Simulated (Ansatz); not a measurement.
Geometry optimisation, Ansatz 0.2.0, RKS B3LYP/def2-SVP.

Input file:

```yaml
crystal:
  periodic: [false, false, false]
  atoms:
    - { symbol: "N", position_ang: [0.0722, 1.3456, -0.8406] }
    - { symbol: Si, position_ang: [0.669, -0.0236, -0.1846] }
    - { symbol: F, position_ang: [1.3284, -0.8233, -1.3906] }
    - { symbol: P, position_ang: [-0.9882, -1.1193, 0.5712] }
    - { symbol: H, position_ang: [0.6144, 1.59639, -1.70821] }
    - { symbol: H, position_ang: [0.25902, 2.18608, -0.21352] }
    - { symbol: H, position_ang: [1.6497, 0.3202, 0.897] }
    - { symbol: H, position_ang: [-0.3066, -2.1897, 1.138] }
    - { symbol: H, position_ang: [-1.2055, -0.4084, 1.8332] }
basis:
  gaussian: { orbitals: def2-SVP }
hamiltonian:
  xc: b3lyp
relax:
  f_tol: 0.015
  max_steps: 40
```

Launched with:

```bash
$ ansatz run input.yaml --threads 1 --pin off --max-ram 2048MiB --backend cpu --events-out ev --progress --plain --runs-dir out
```

Where does it end, and by what steps?

It converged. After 18 steps the energy has fallen by 0.842 eV; H5 moved furthest, 1.11 Å.

| step | energy less start (eV) | largest force component (eV/Å) | accepted |
| --- | --- | --- | --- |
| 0 | 0.0000 | 5.163 | yes |
| 1 | -0.5057 | 2.031 | yes |
| 2 | -0.6146 | 0.347 | yes |
| 3 | -0.6347 | 0.284 | yes |
| 4 | -0.6468 | 0.665 | yes |
| 5 | -0.6526 | 0.737 | yes |
| 6 | -0.6858 | 0.340 | yes |
| 7 | -0.6230 | 2.447 | no |
| 8 | -0.7048 | 0.393 | yes |
| 9 | -0.7283 | 0.389 | yes |
| 10 | -0.7533 | 0.670 | yes |
| 11 | -0.8090 | 0.237 | yes |
| 12 | -0.8334 | 0.247 | yes |
| 13 | -0.8184 | 0.499 | no |
| 14 | -0.8391 | 0.093 | yes |
| 15 | -0.8413 | 0.047 | yes |
| 16 | -0.8413 | 0.038 | yes |
| 17 | -0.8413 | 0.061 | yes |
| 18 | -0.8415 | 0.005 | yes |

```xyz
9
Properties=species:S:1:pos:R:3
N 0.280 1.521 -0.722
Si 0.779 0.029 -0.045
F 1.633 -0.919 -1.073
P -1.096 -1.152 0.424
H -0.458 1.569 -1.419
H 0.914 2.310 -0.794
H 1.700 0.334 1.079
H -0.384 -2.274 0.950
H -1.275 -0.535 1.701
```

Run time: 2.9 min on 1 thread of Intel(R) Xeon(R) Processor @ 2.50GHz (Skylake/Cascade Lake), on a shared host, peak memory 0.18 GiB.
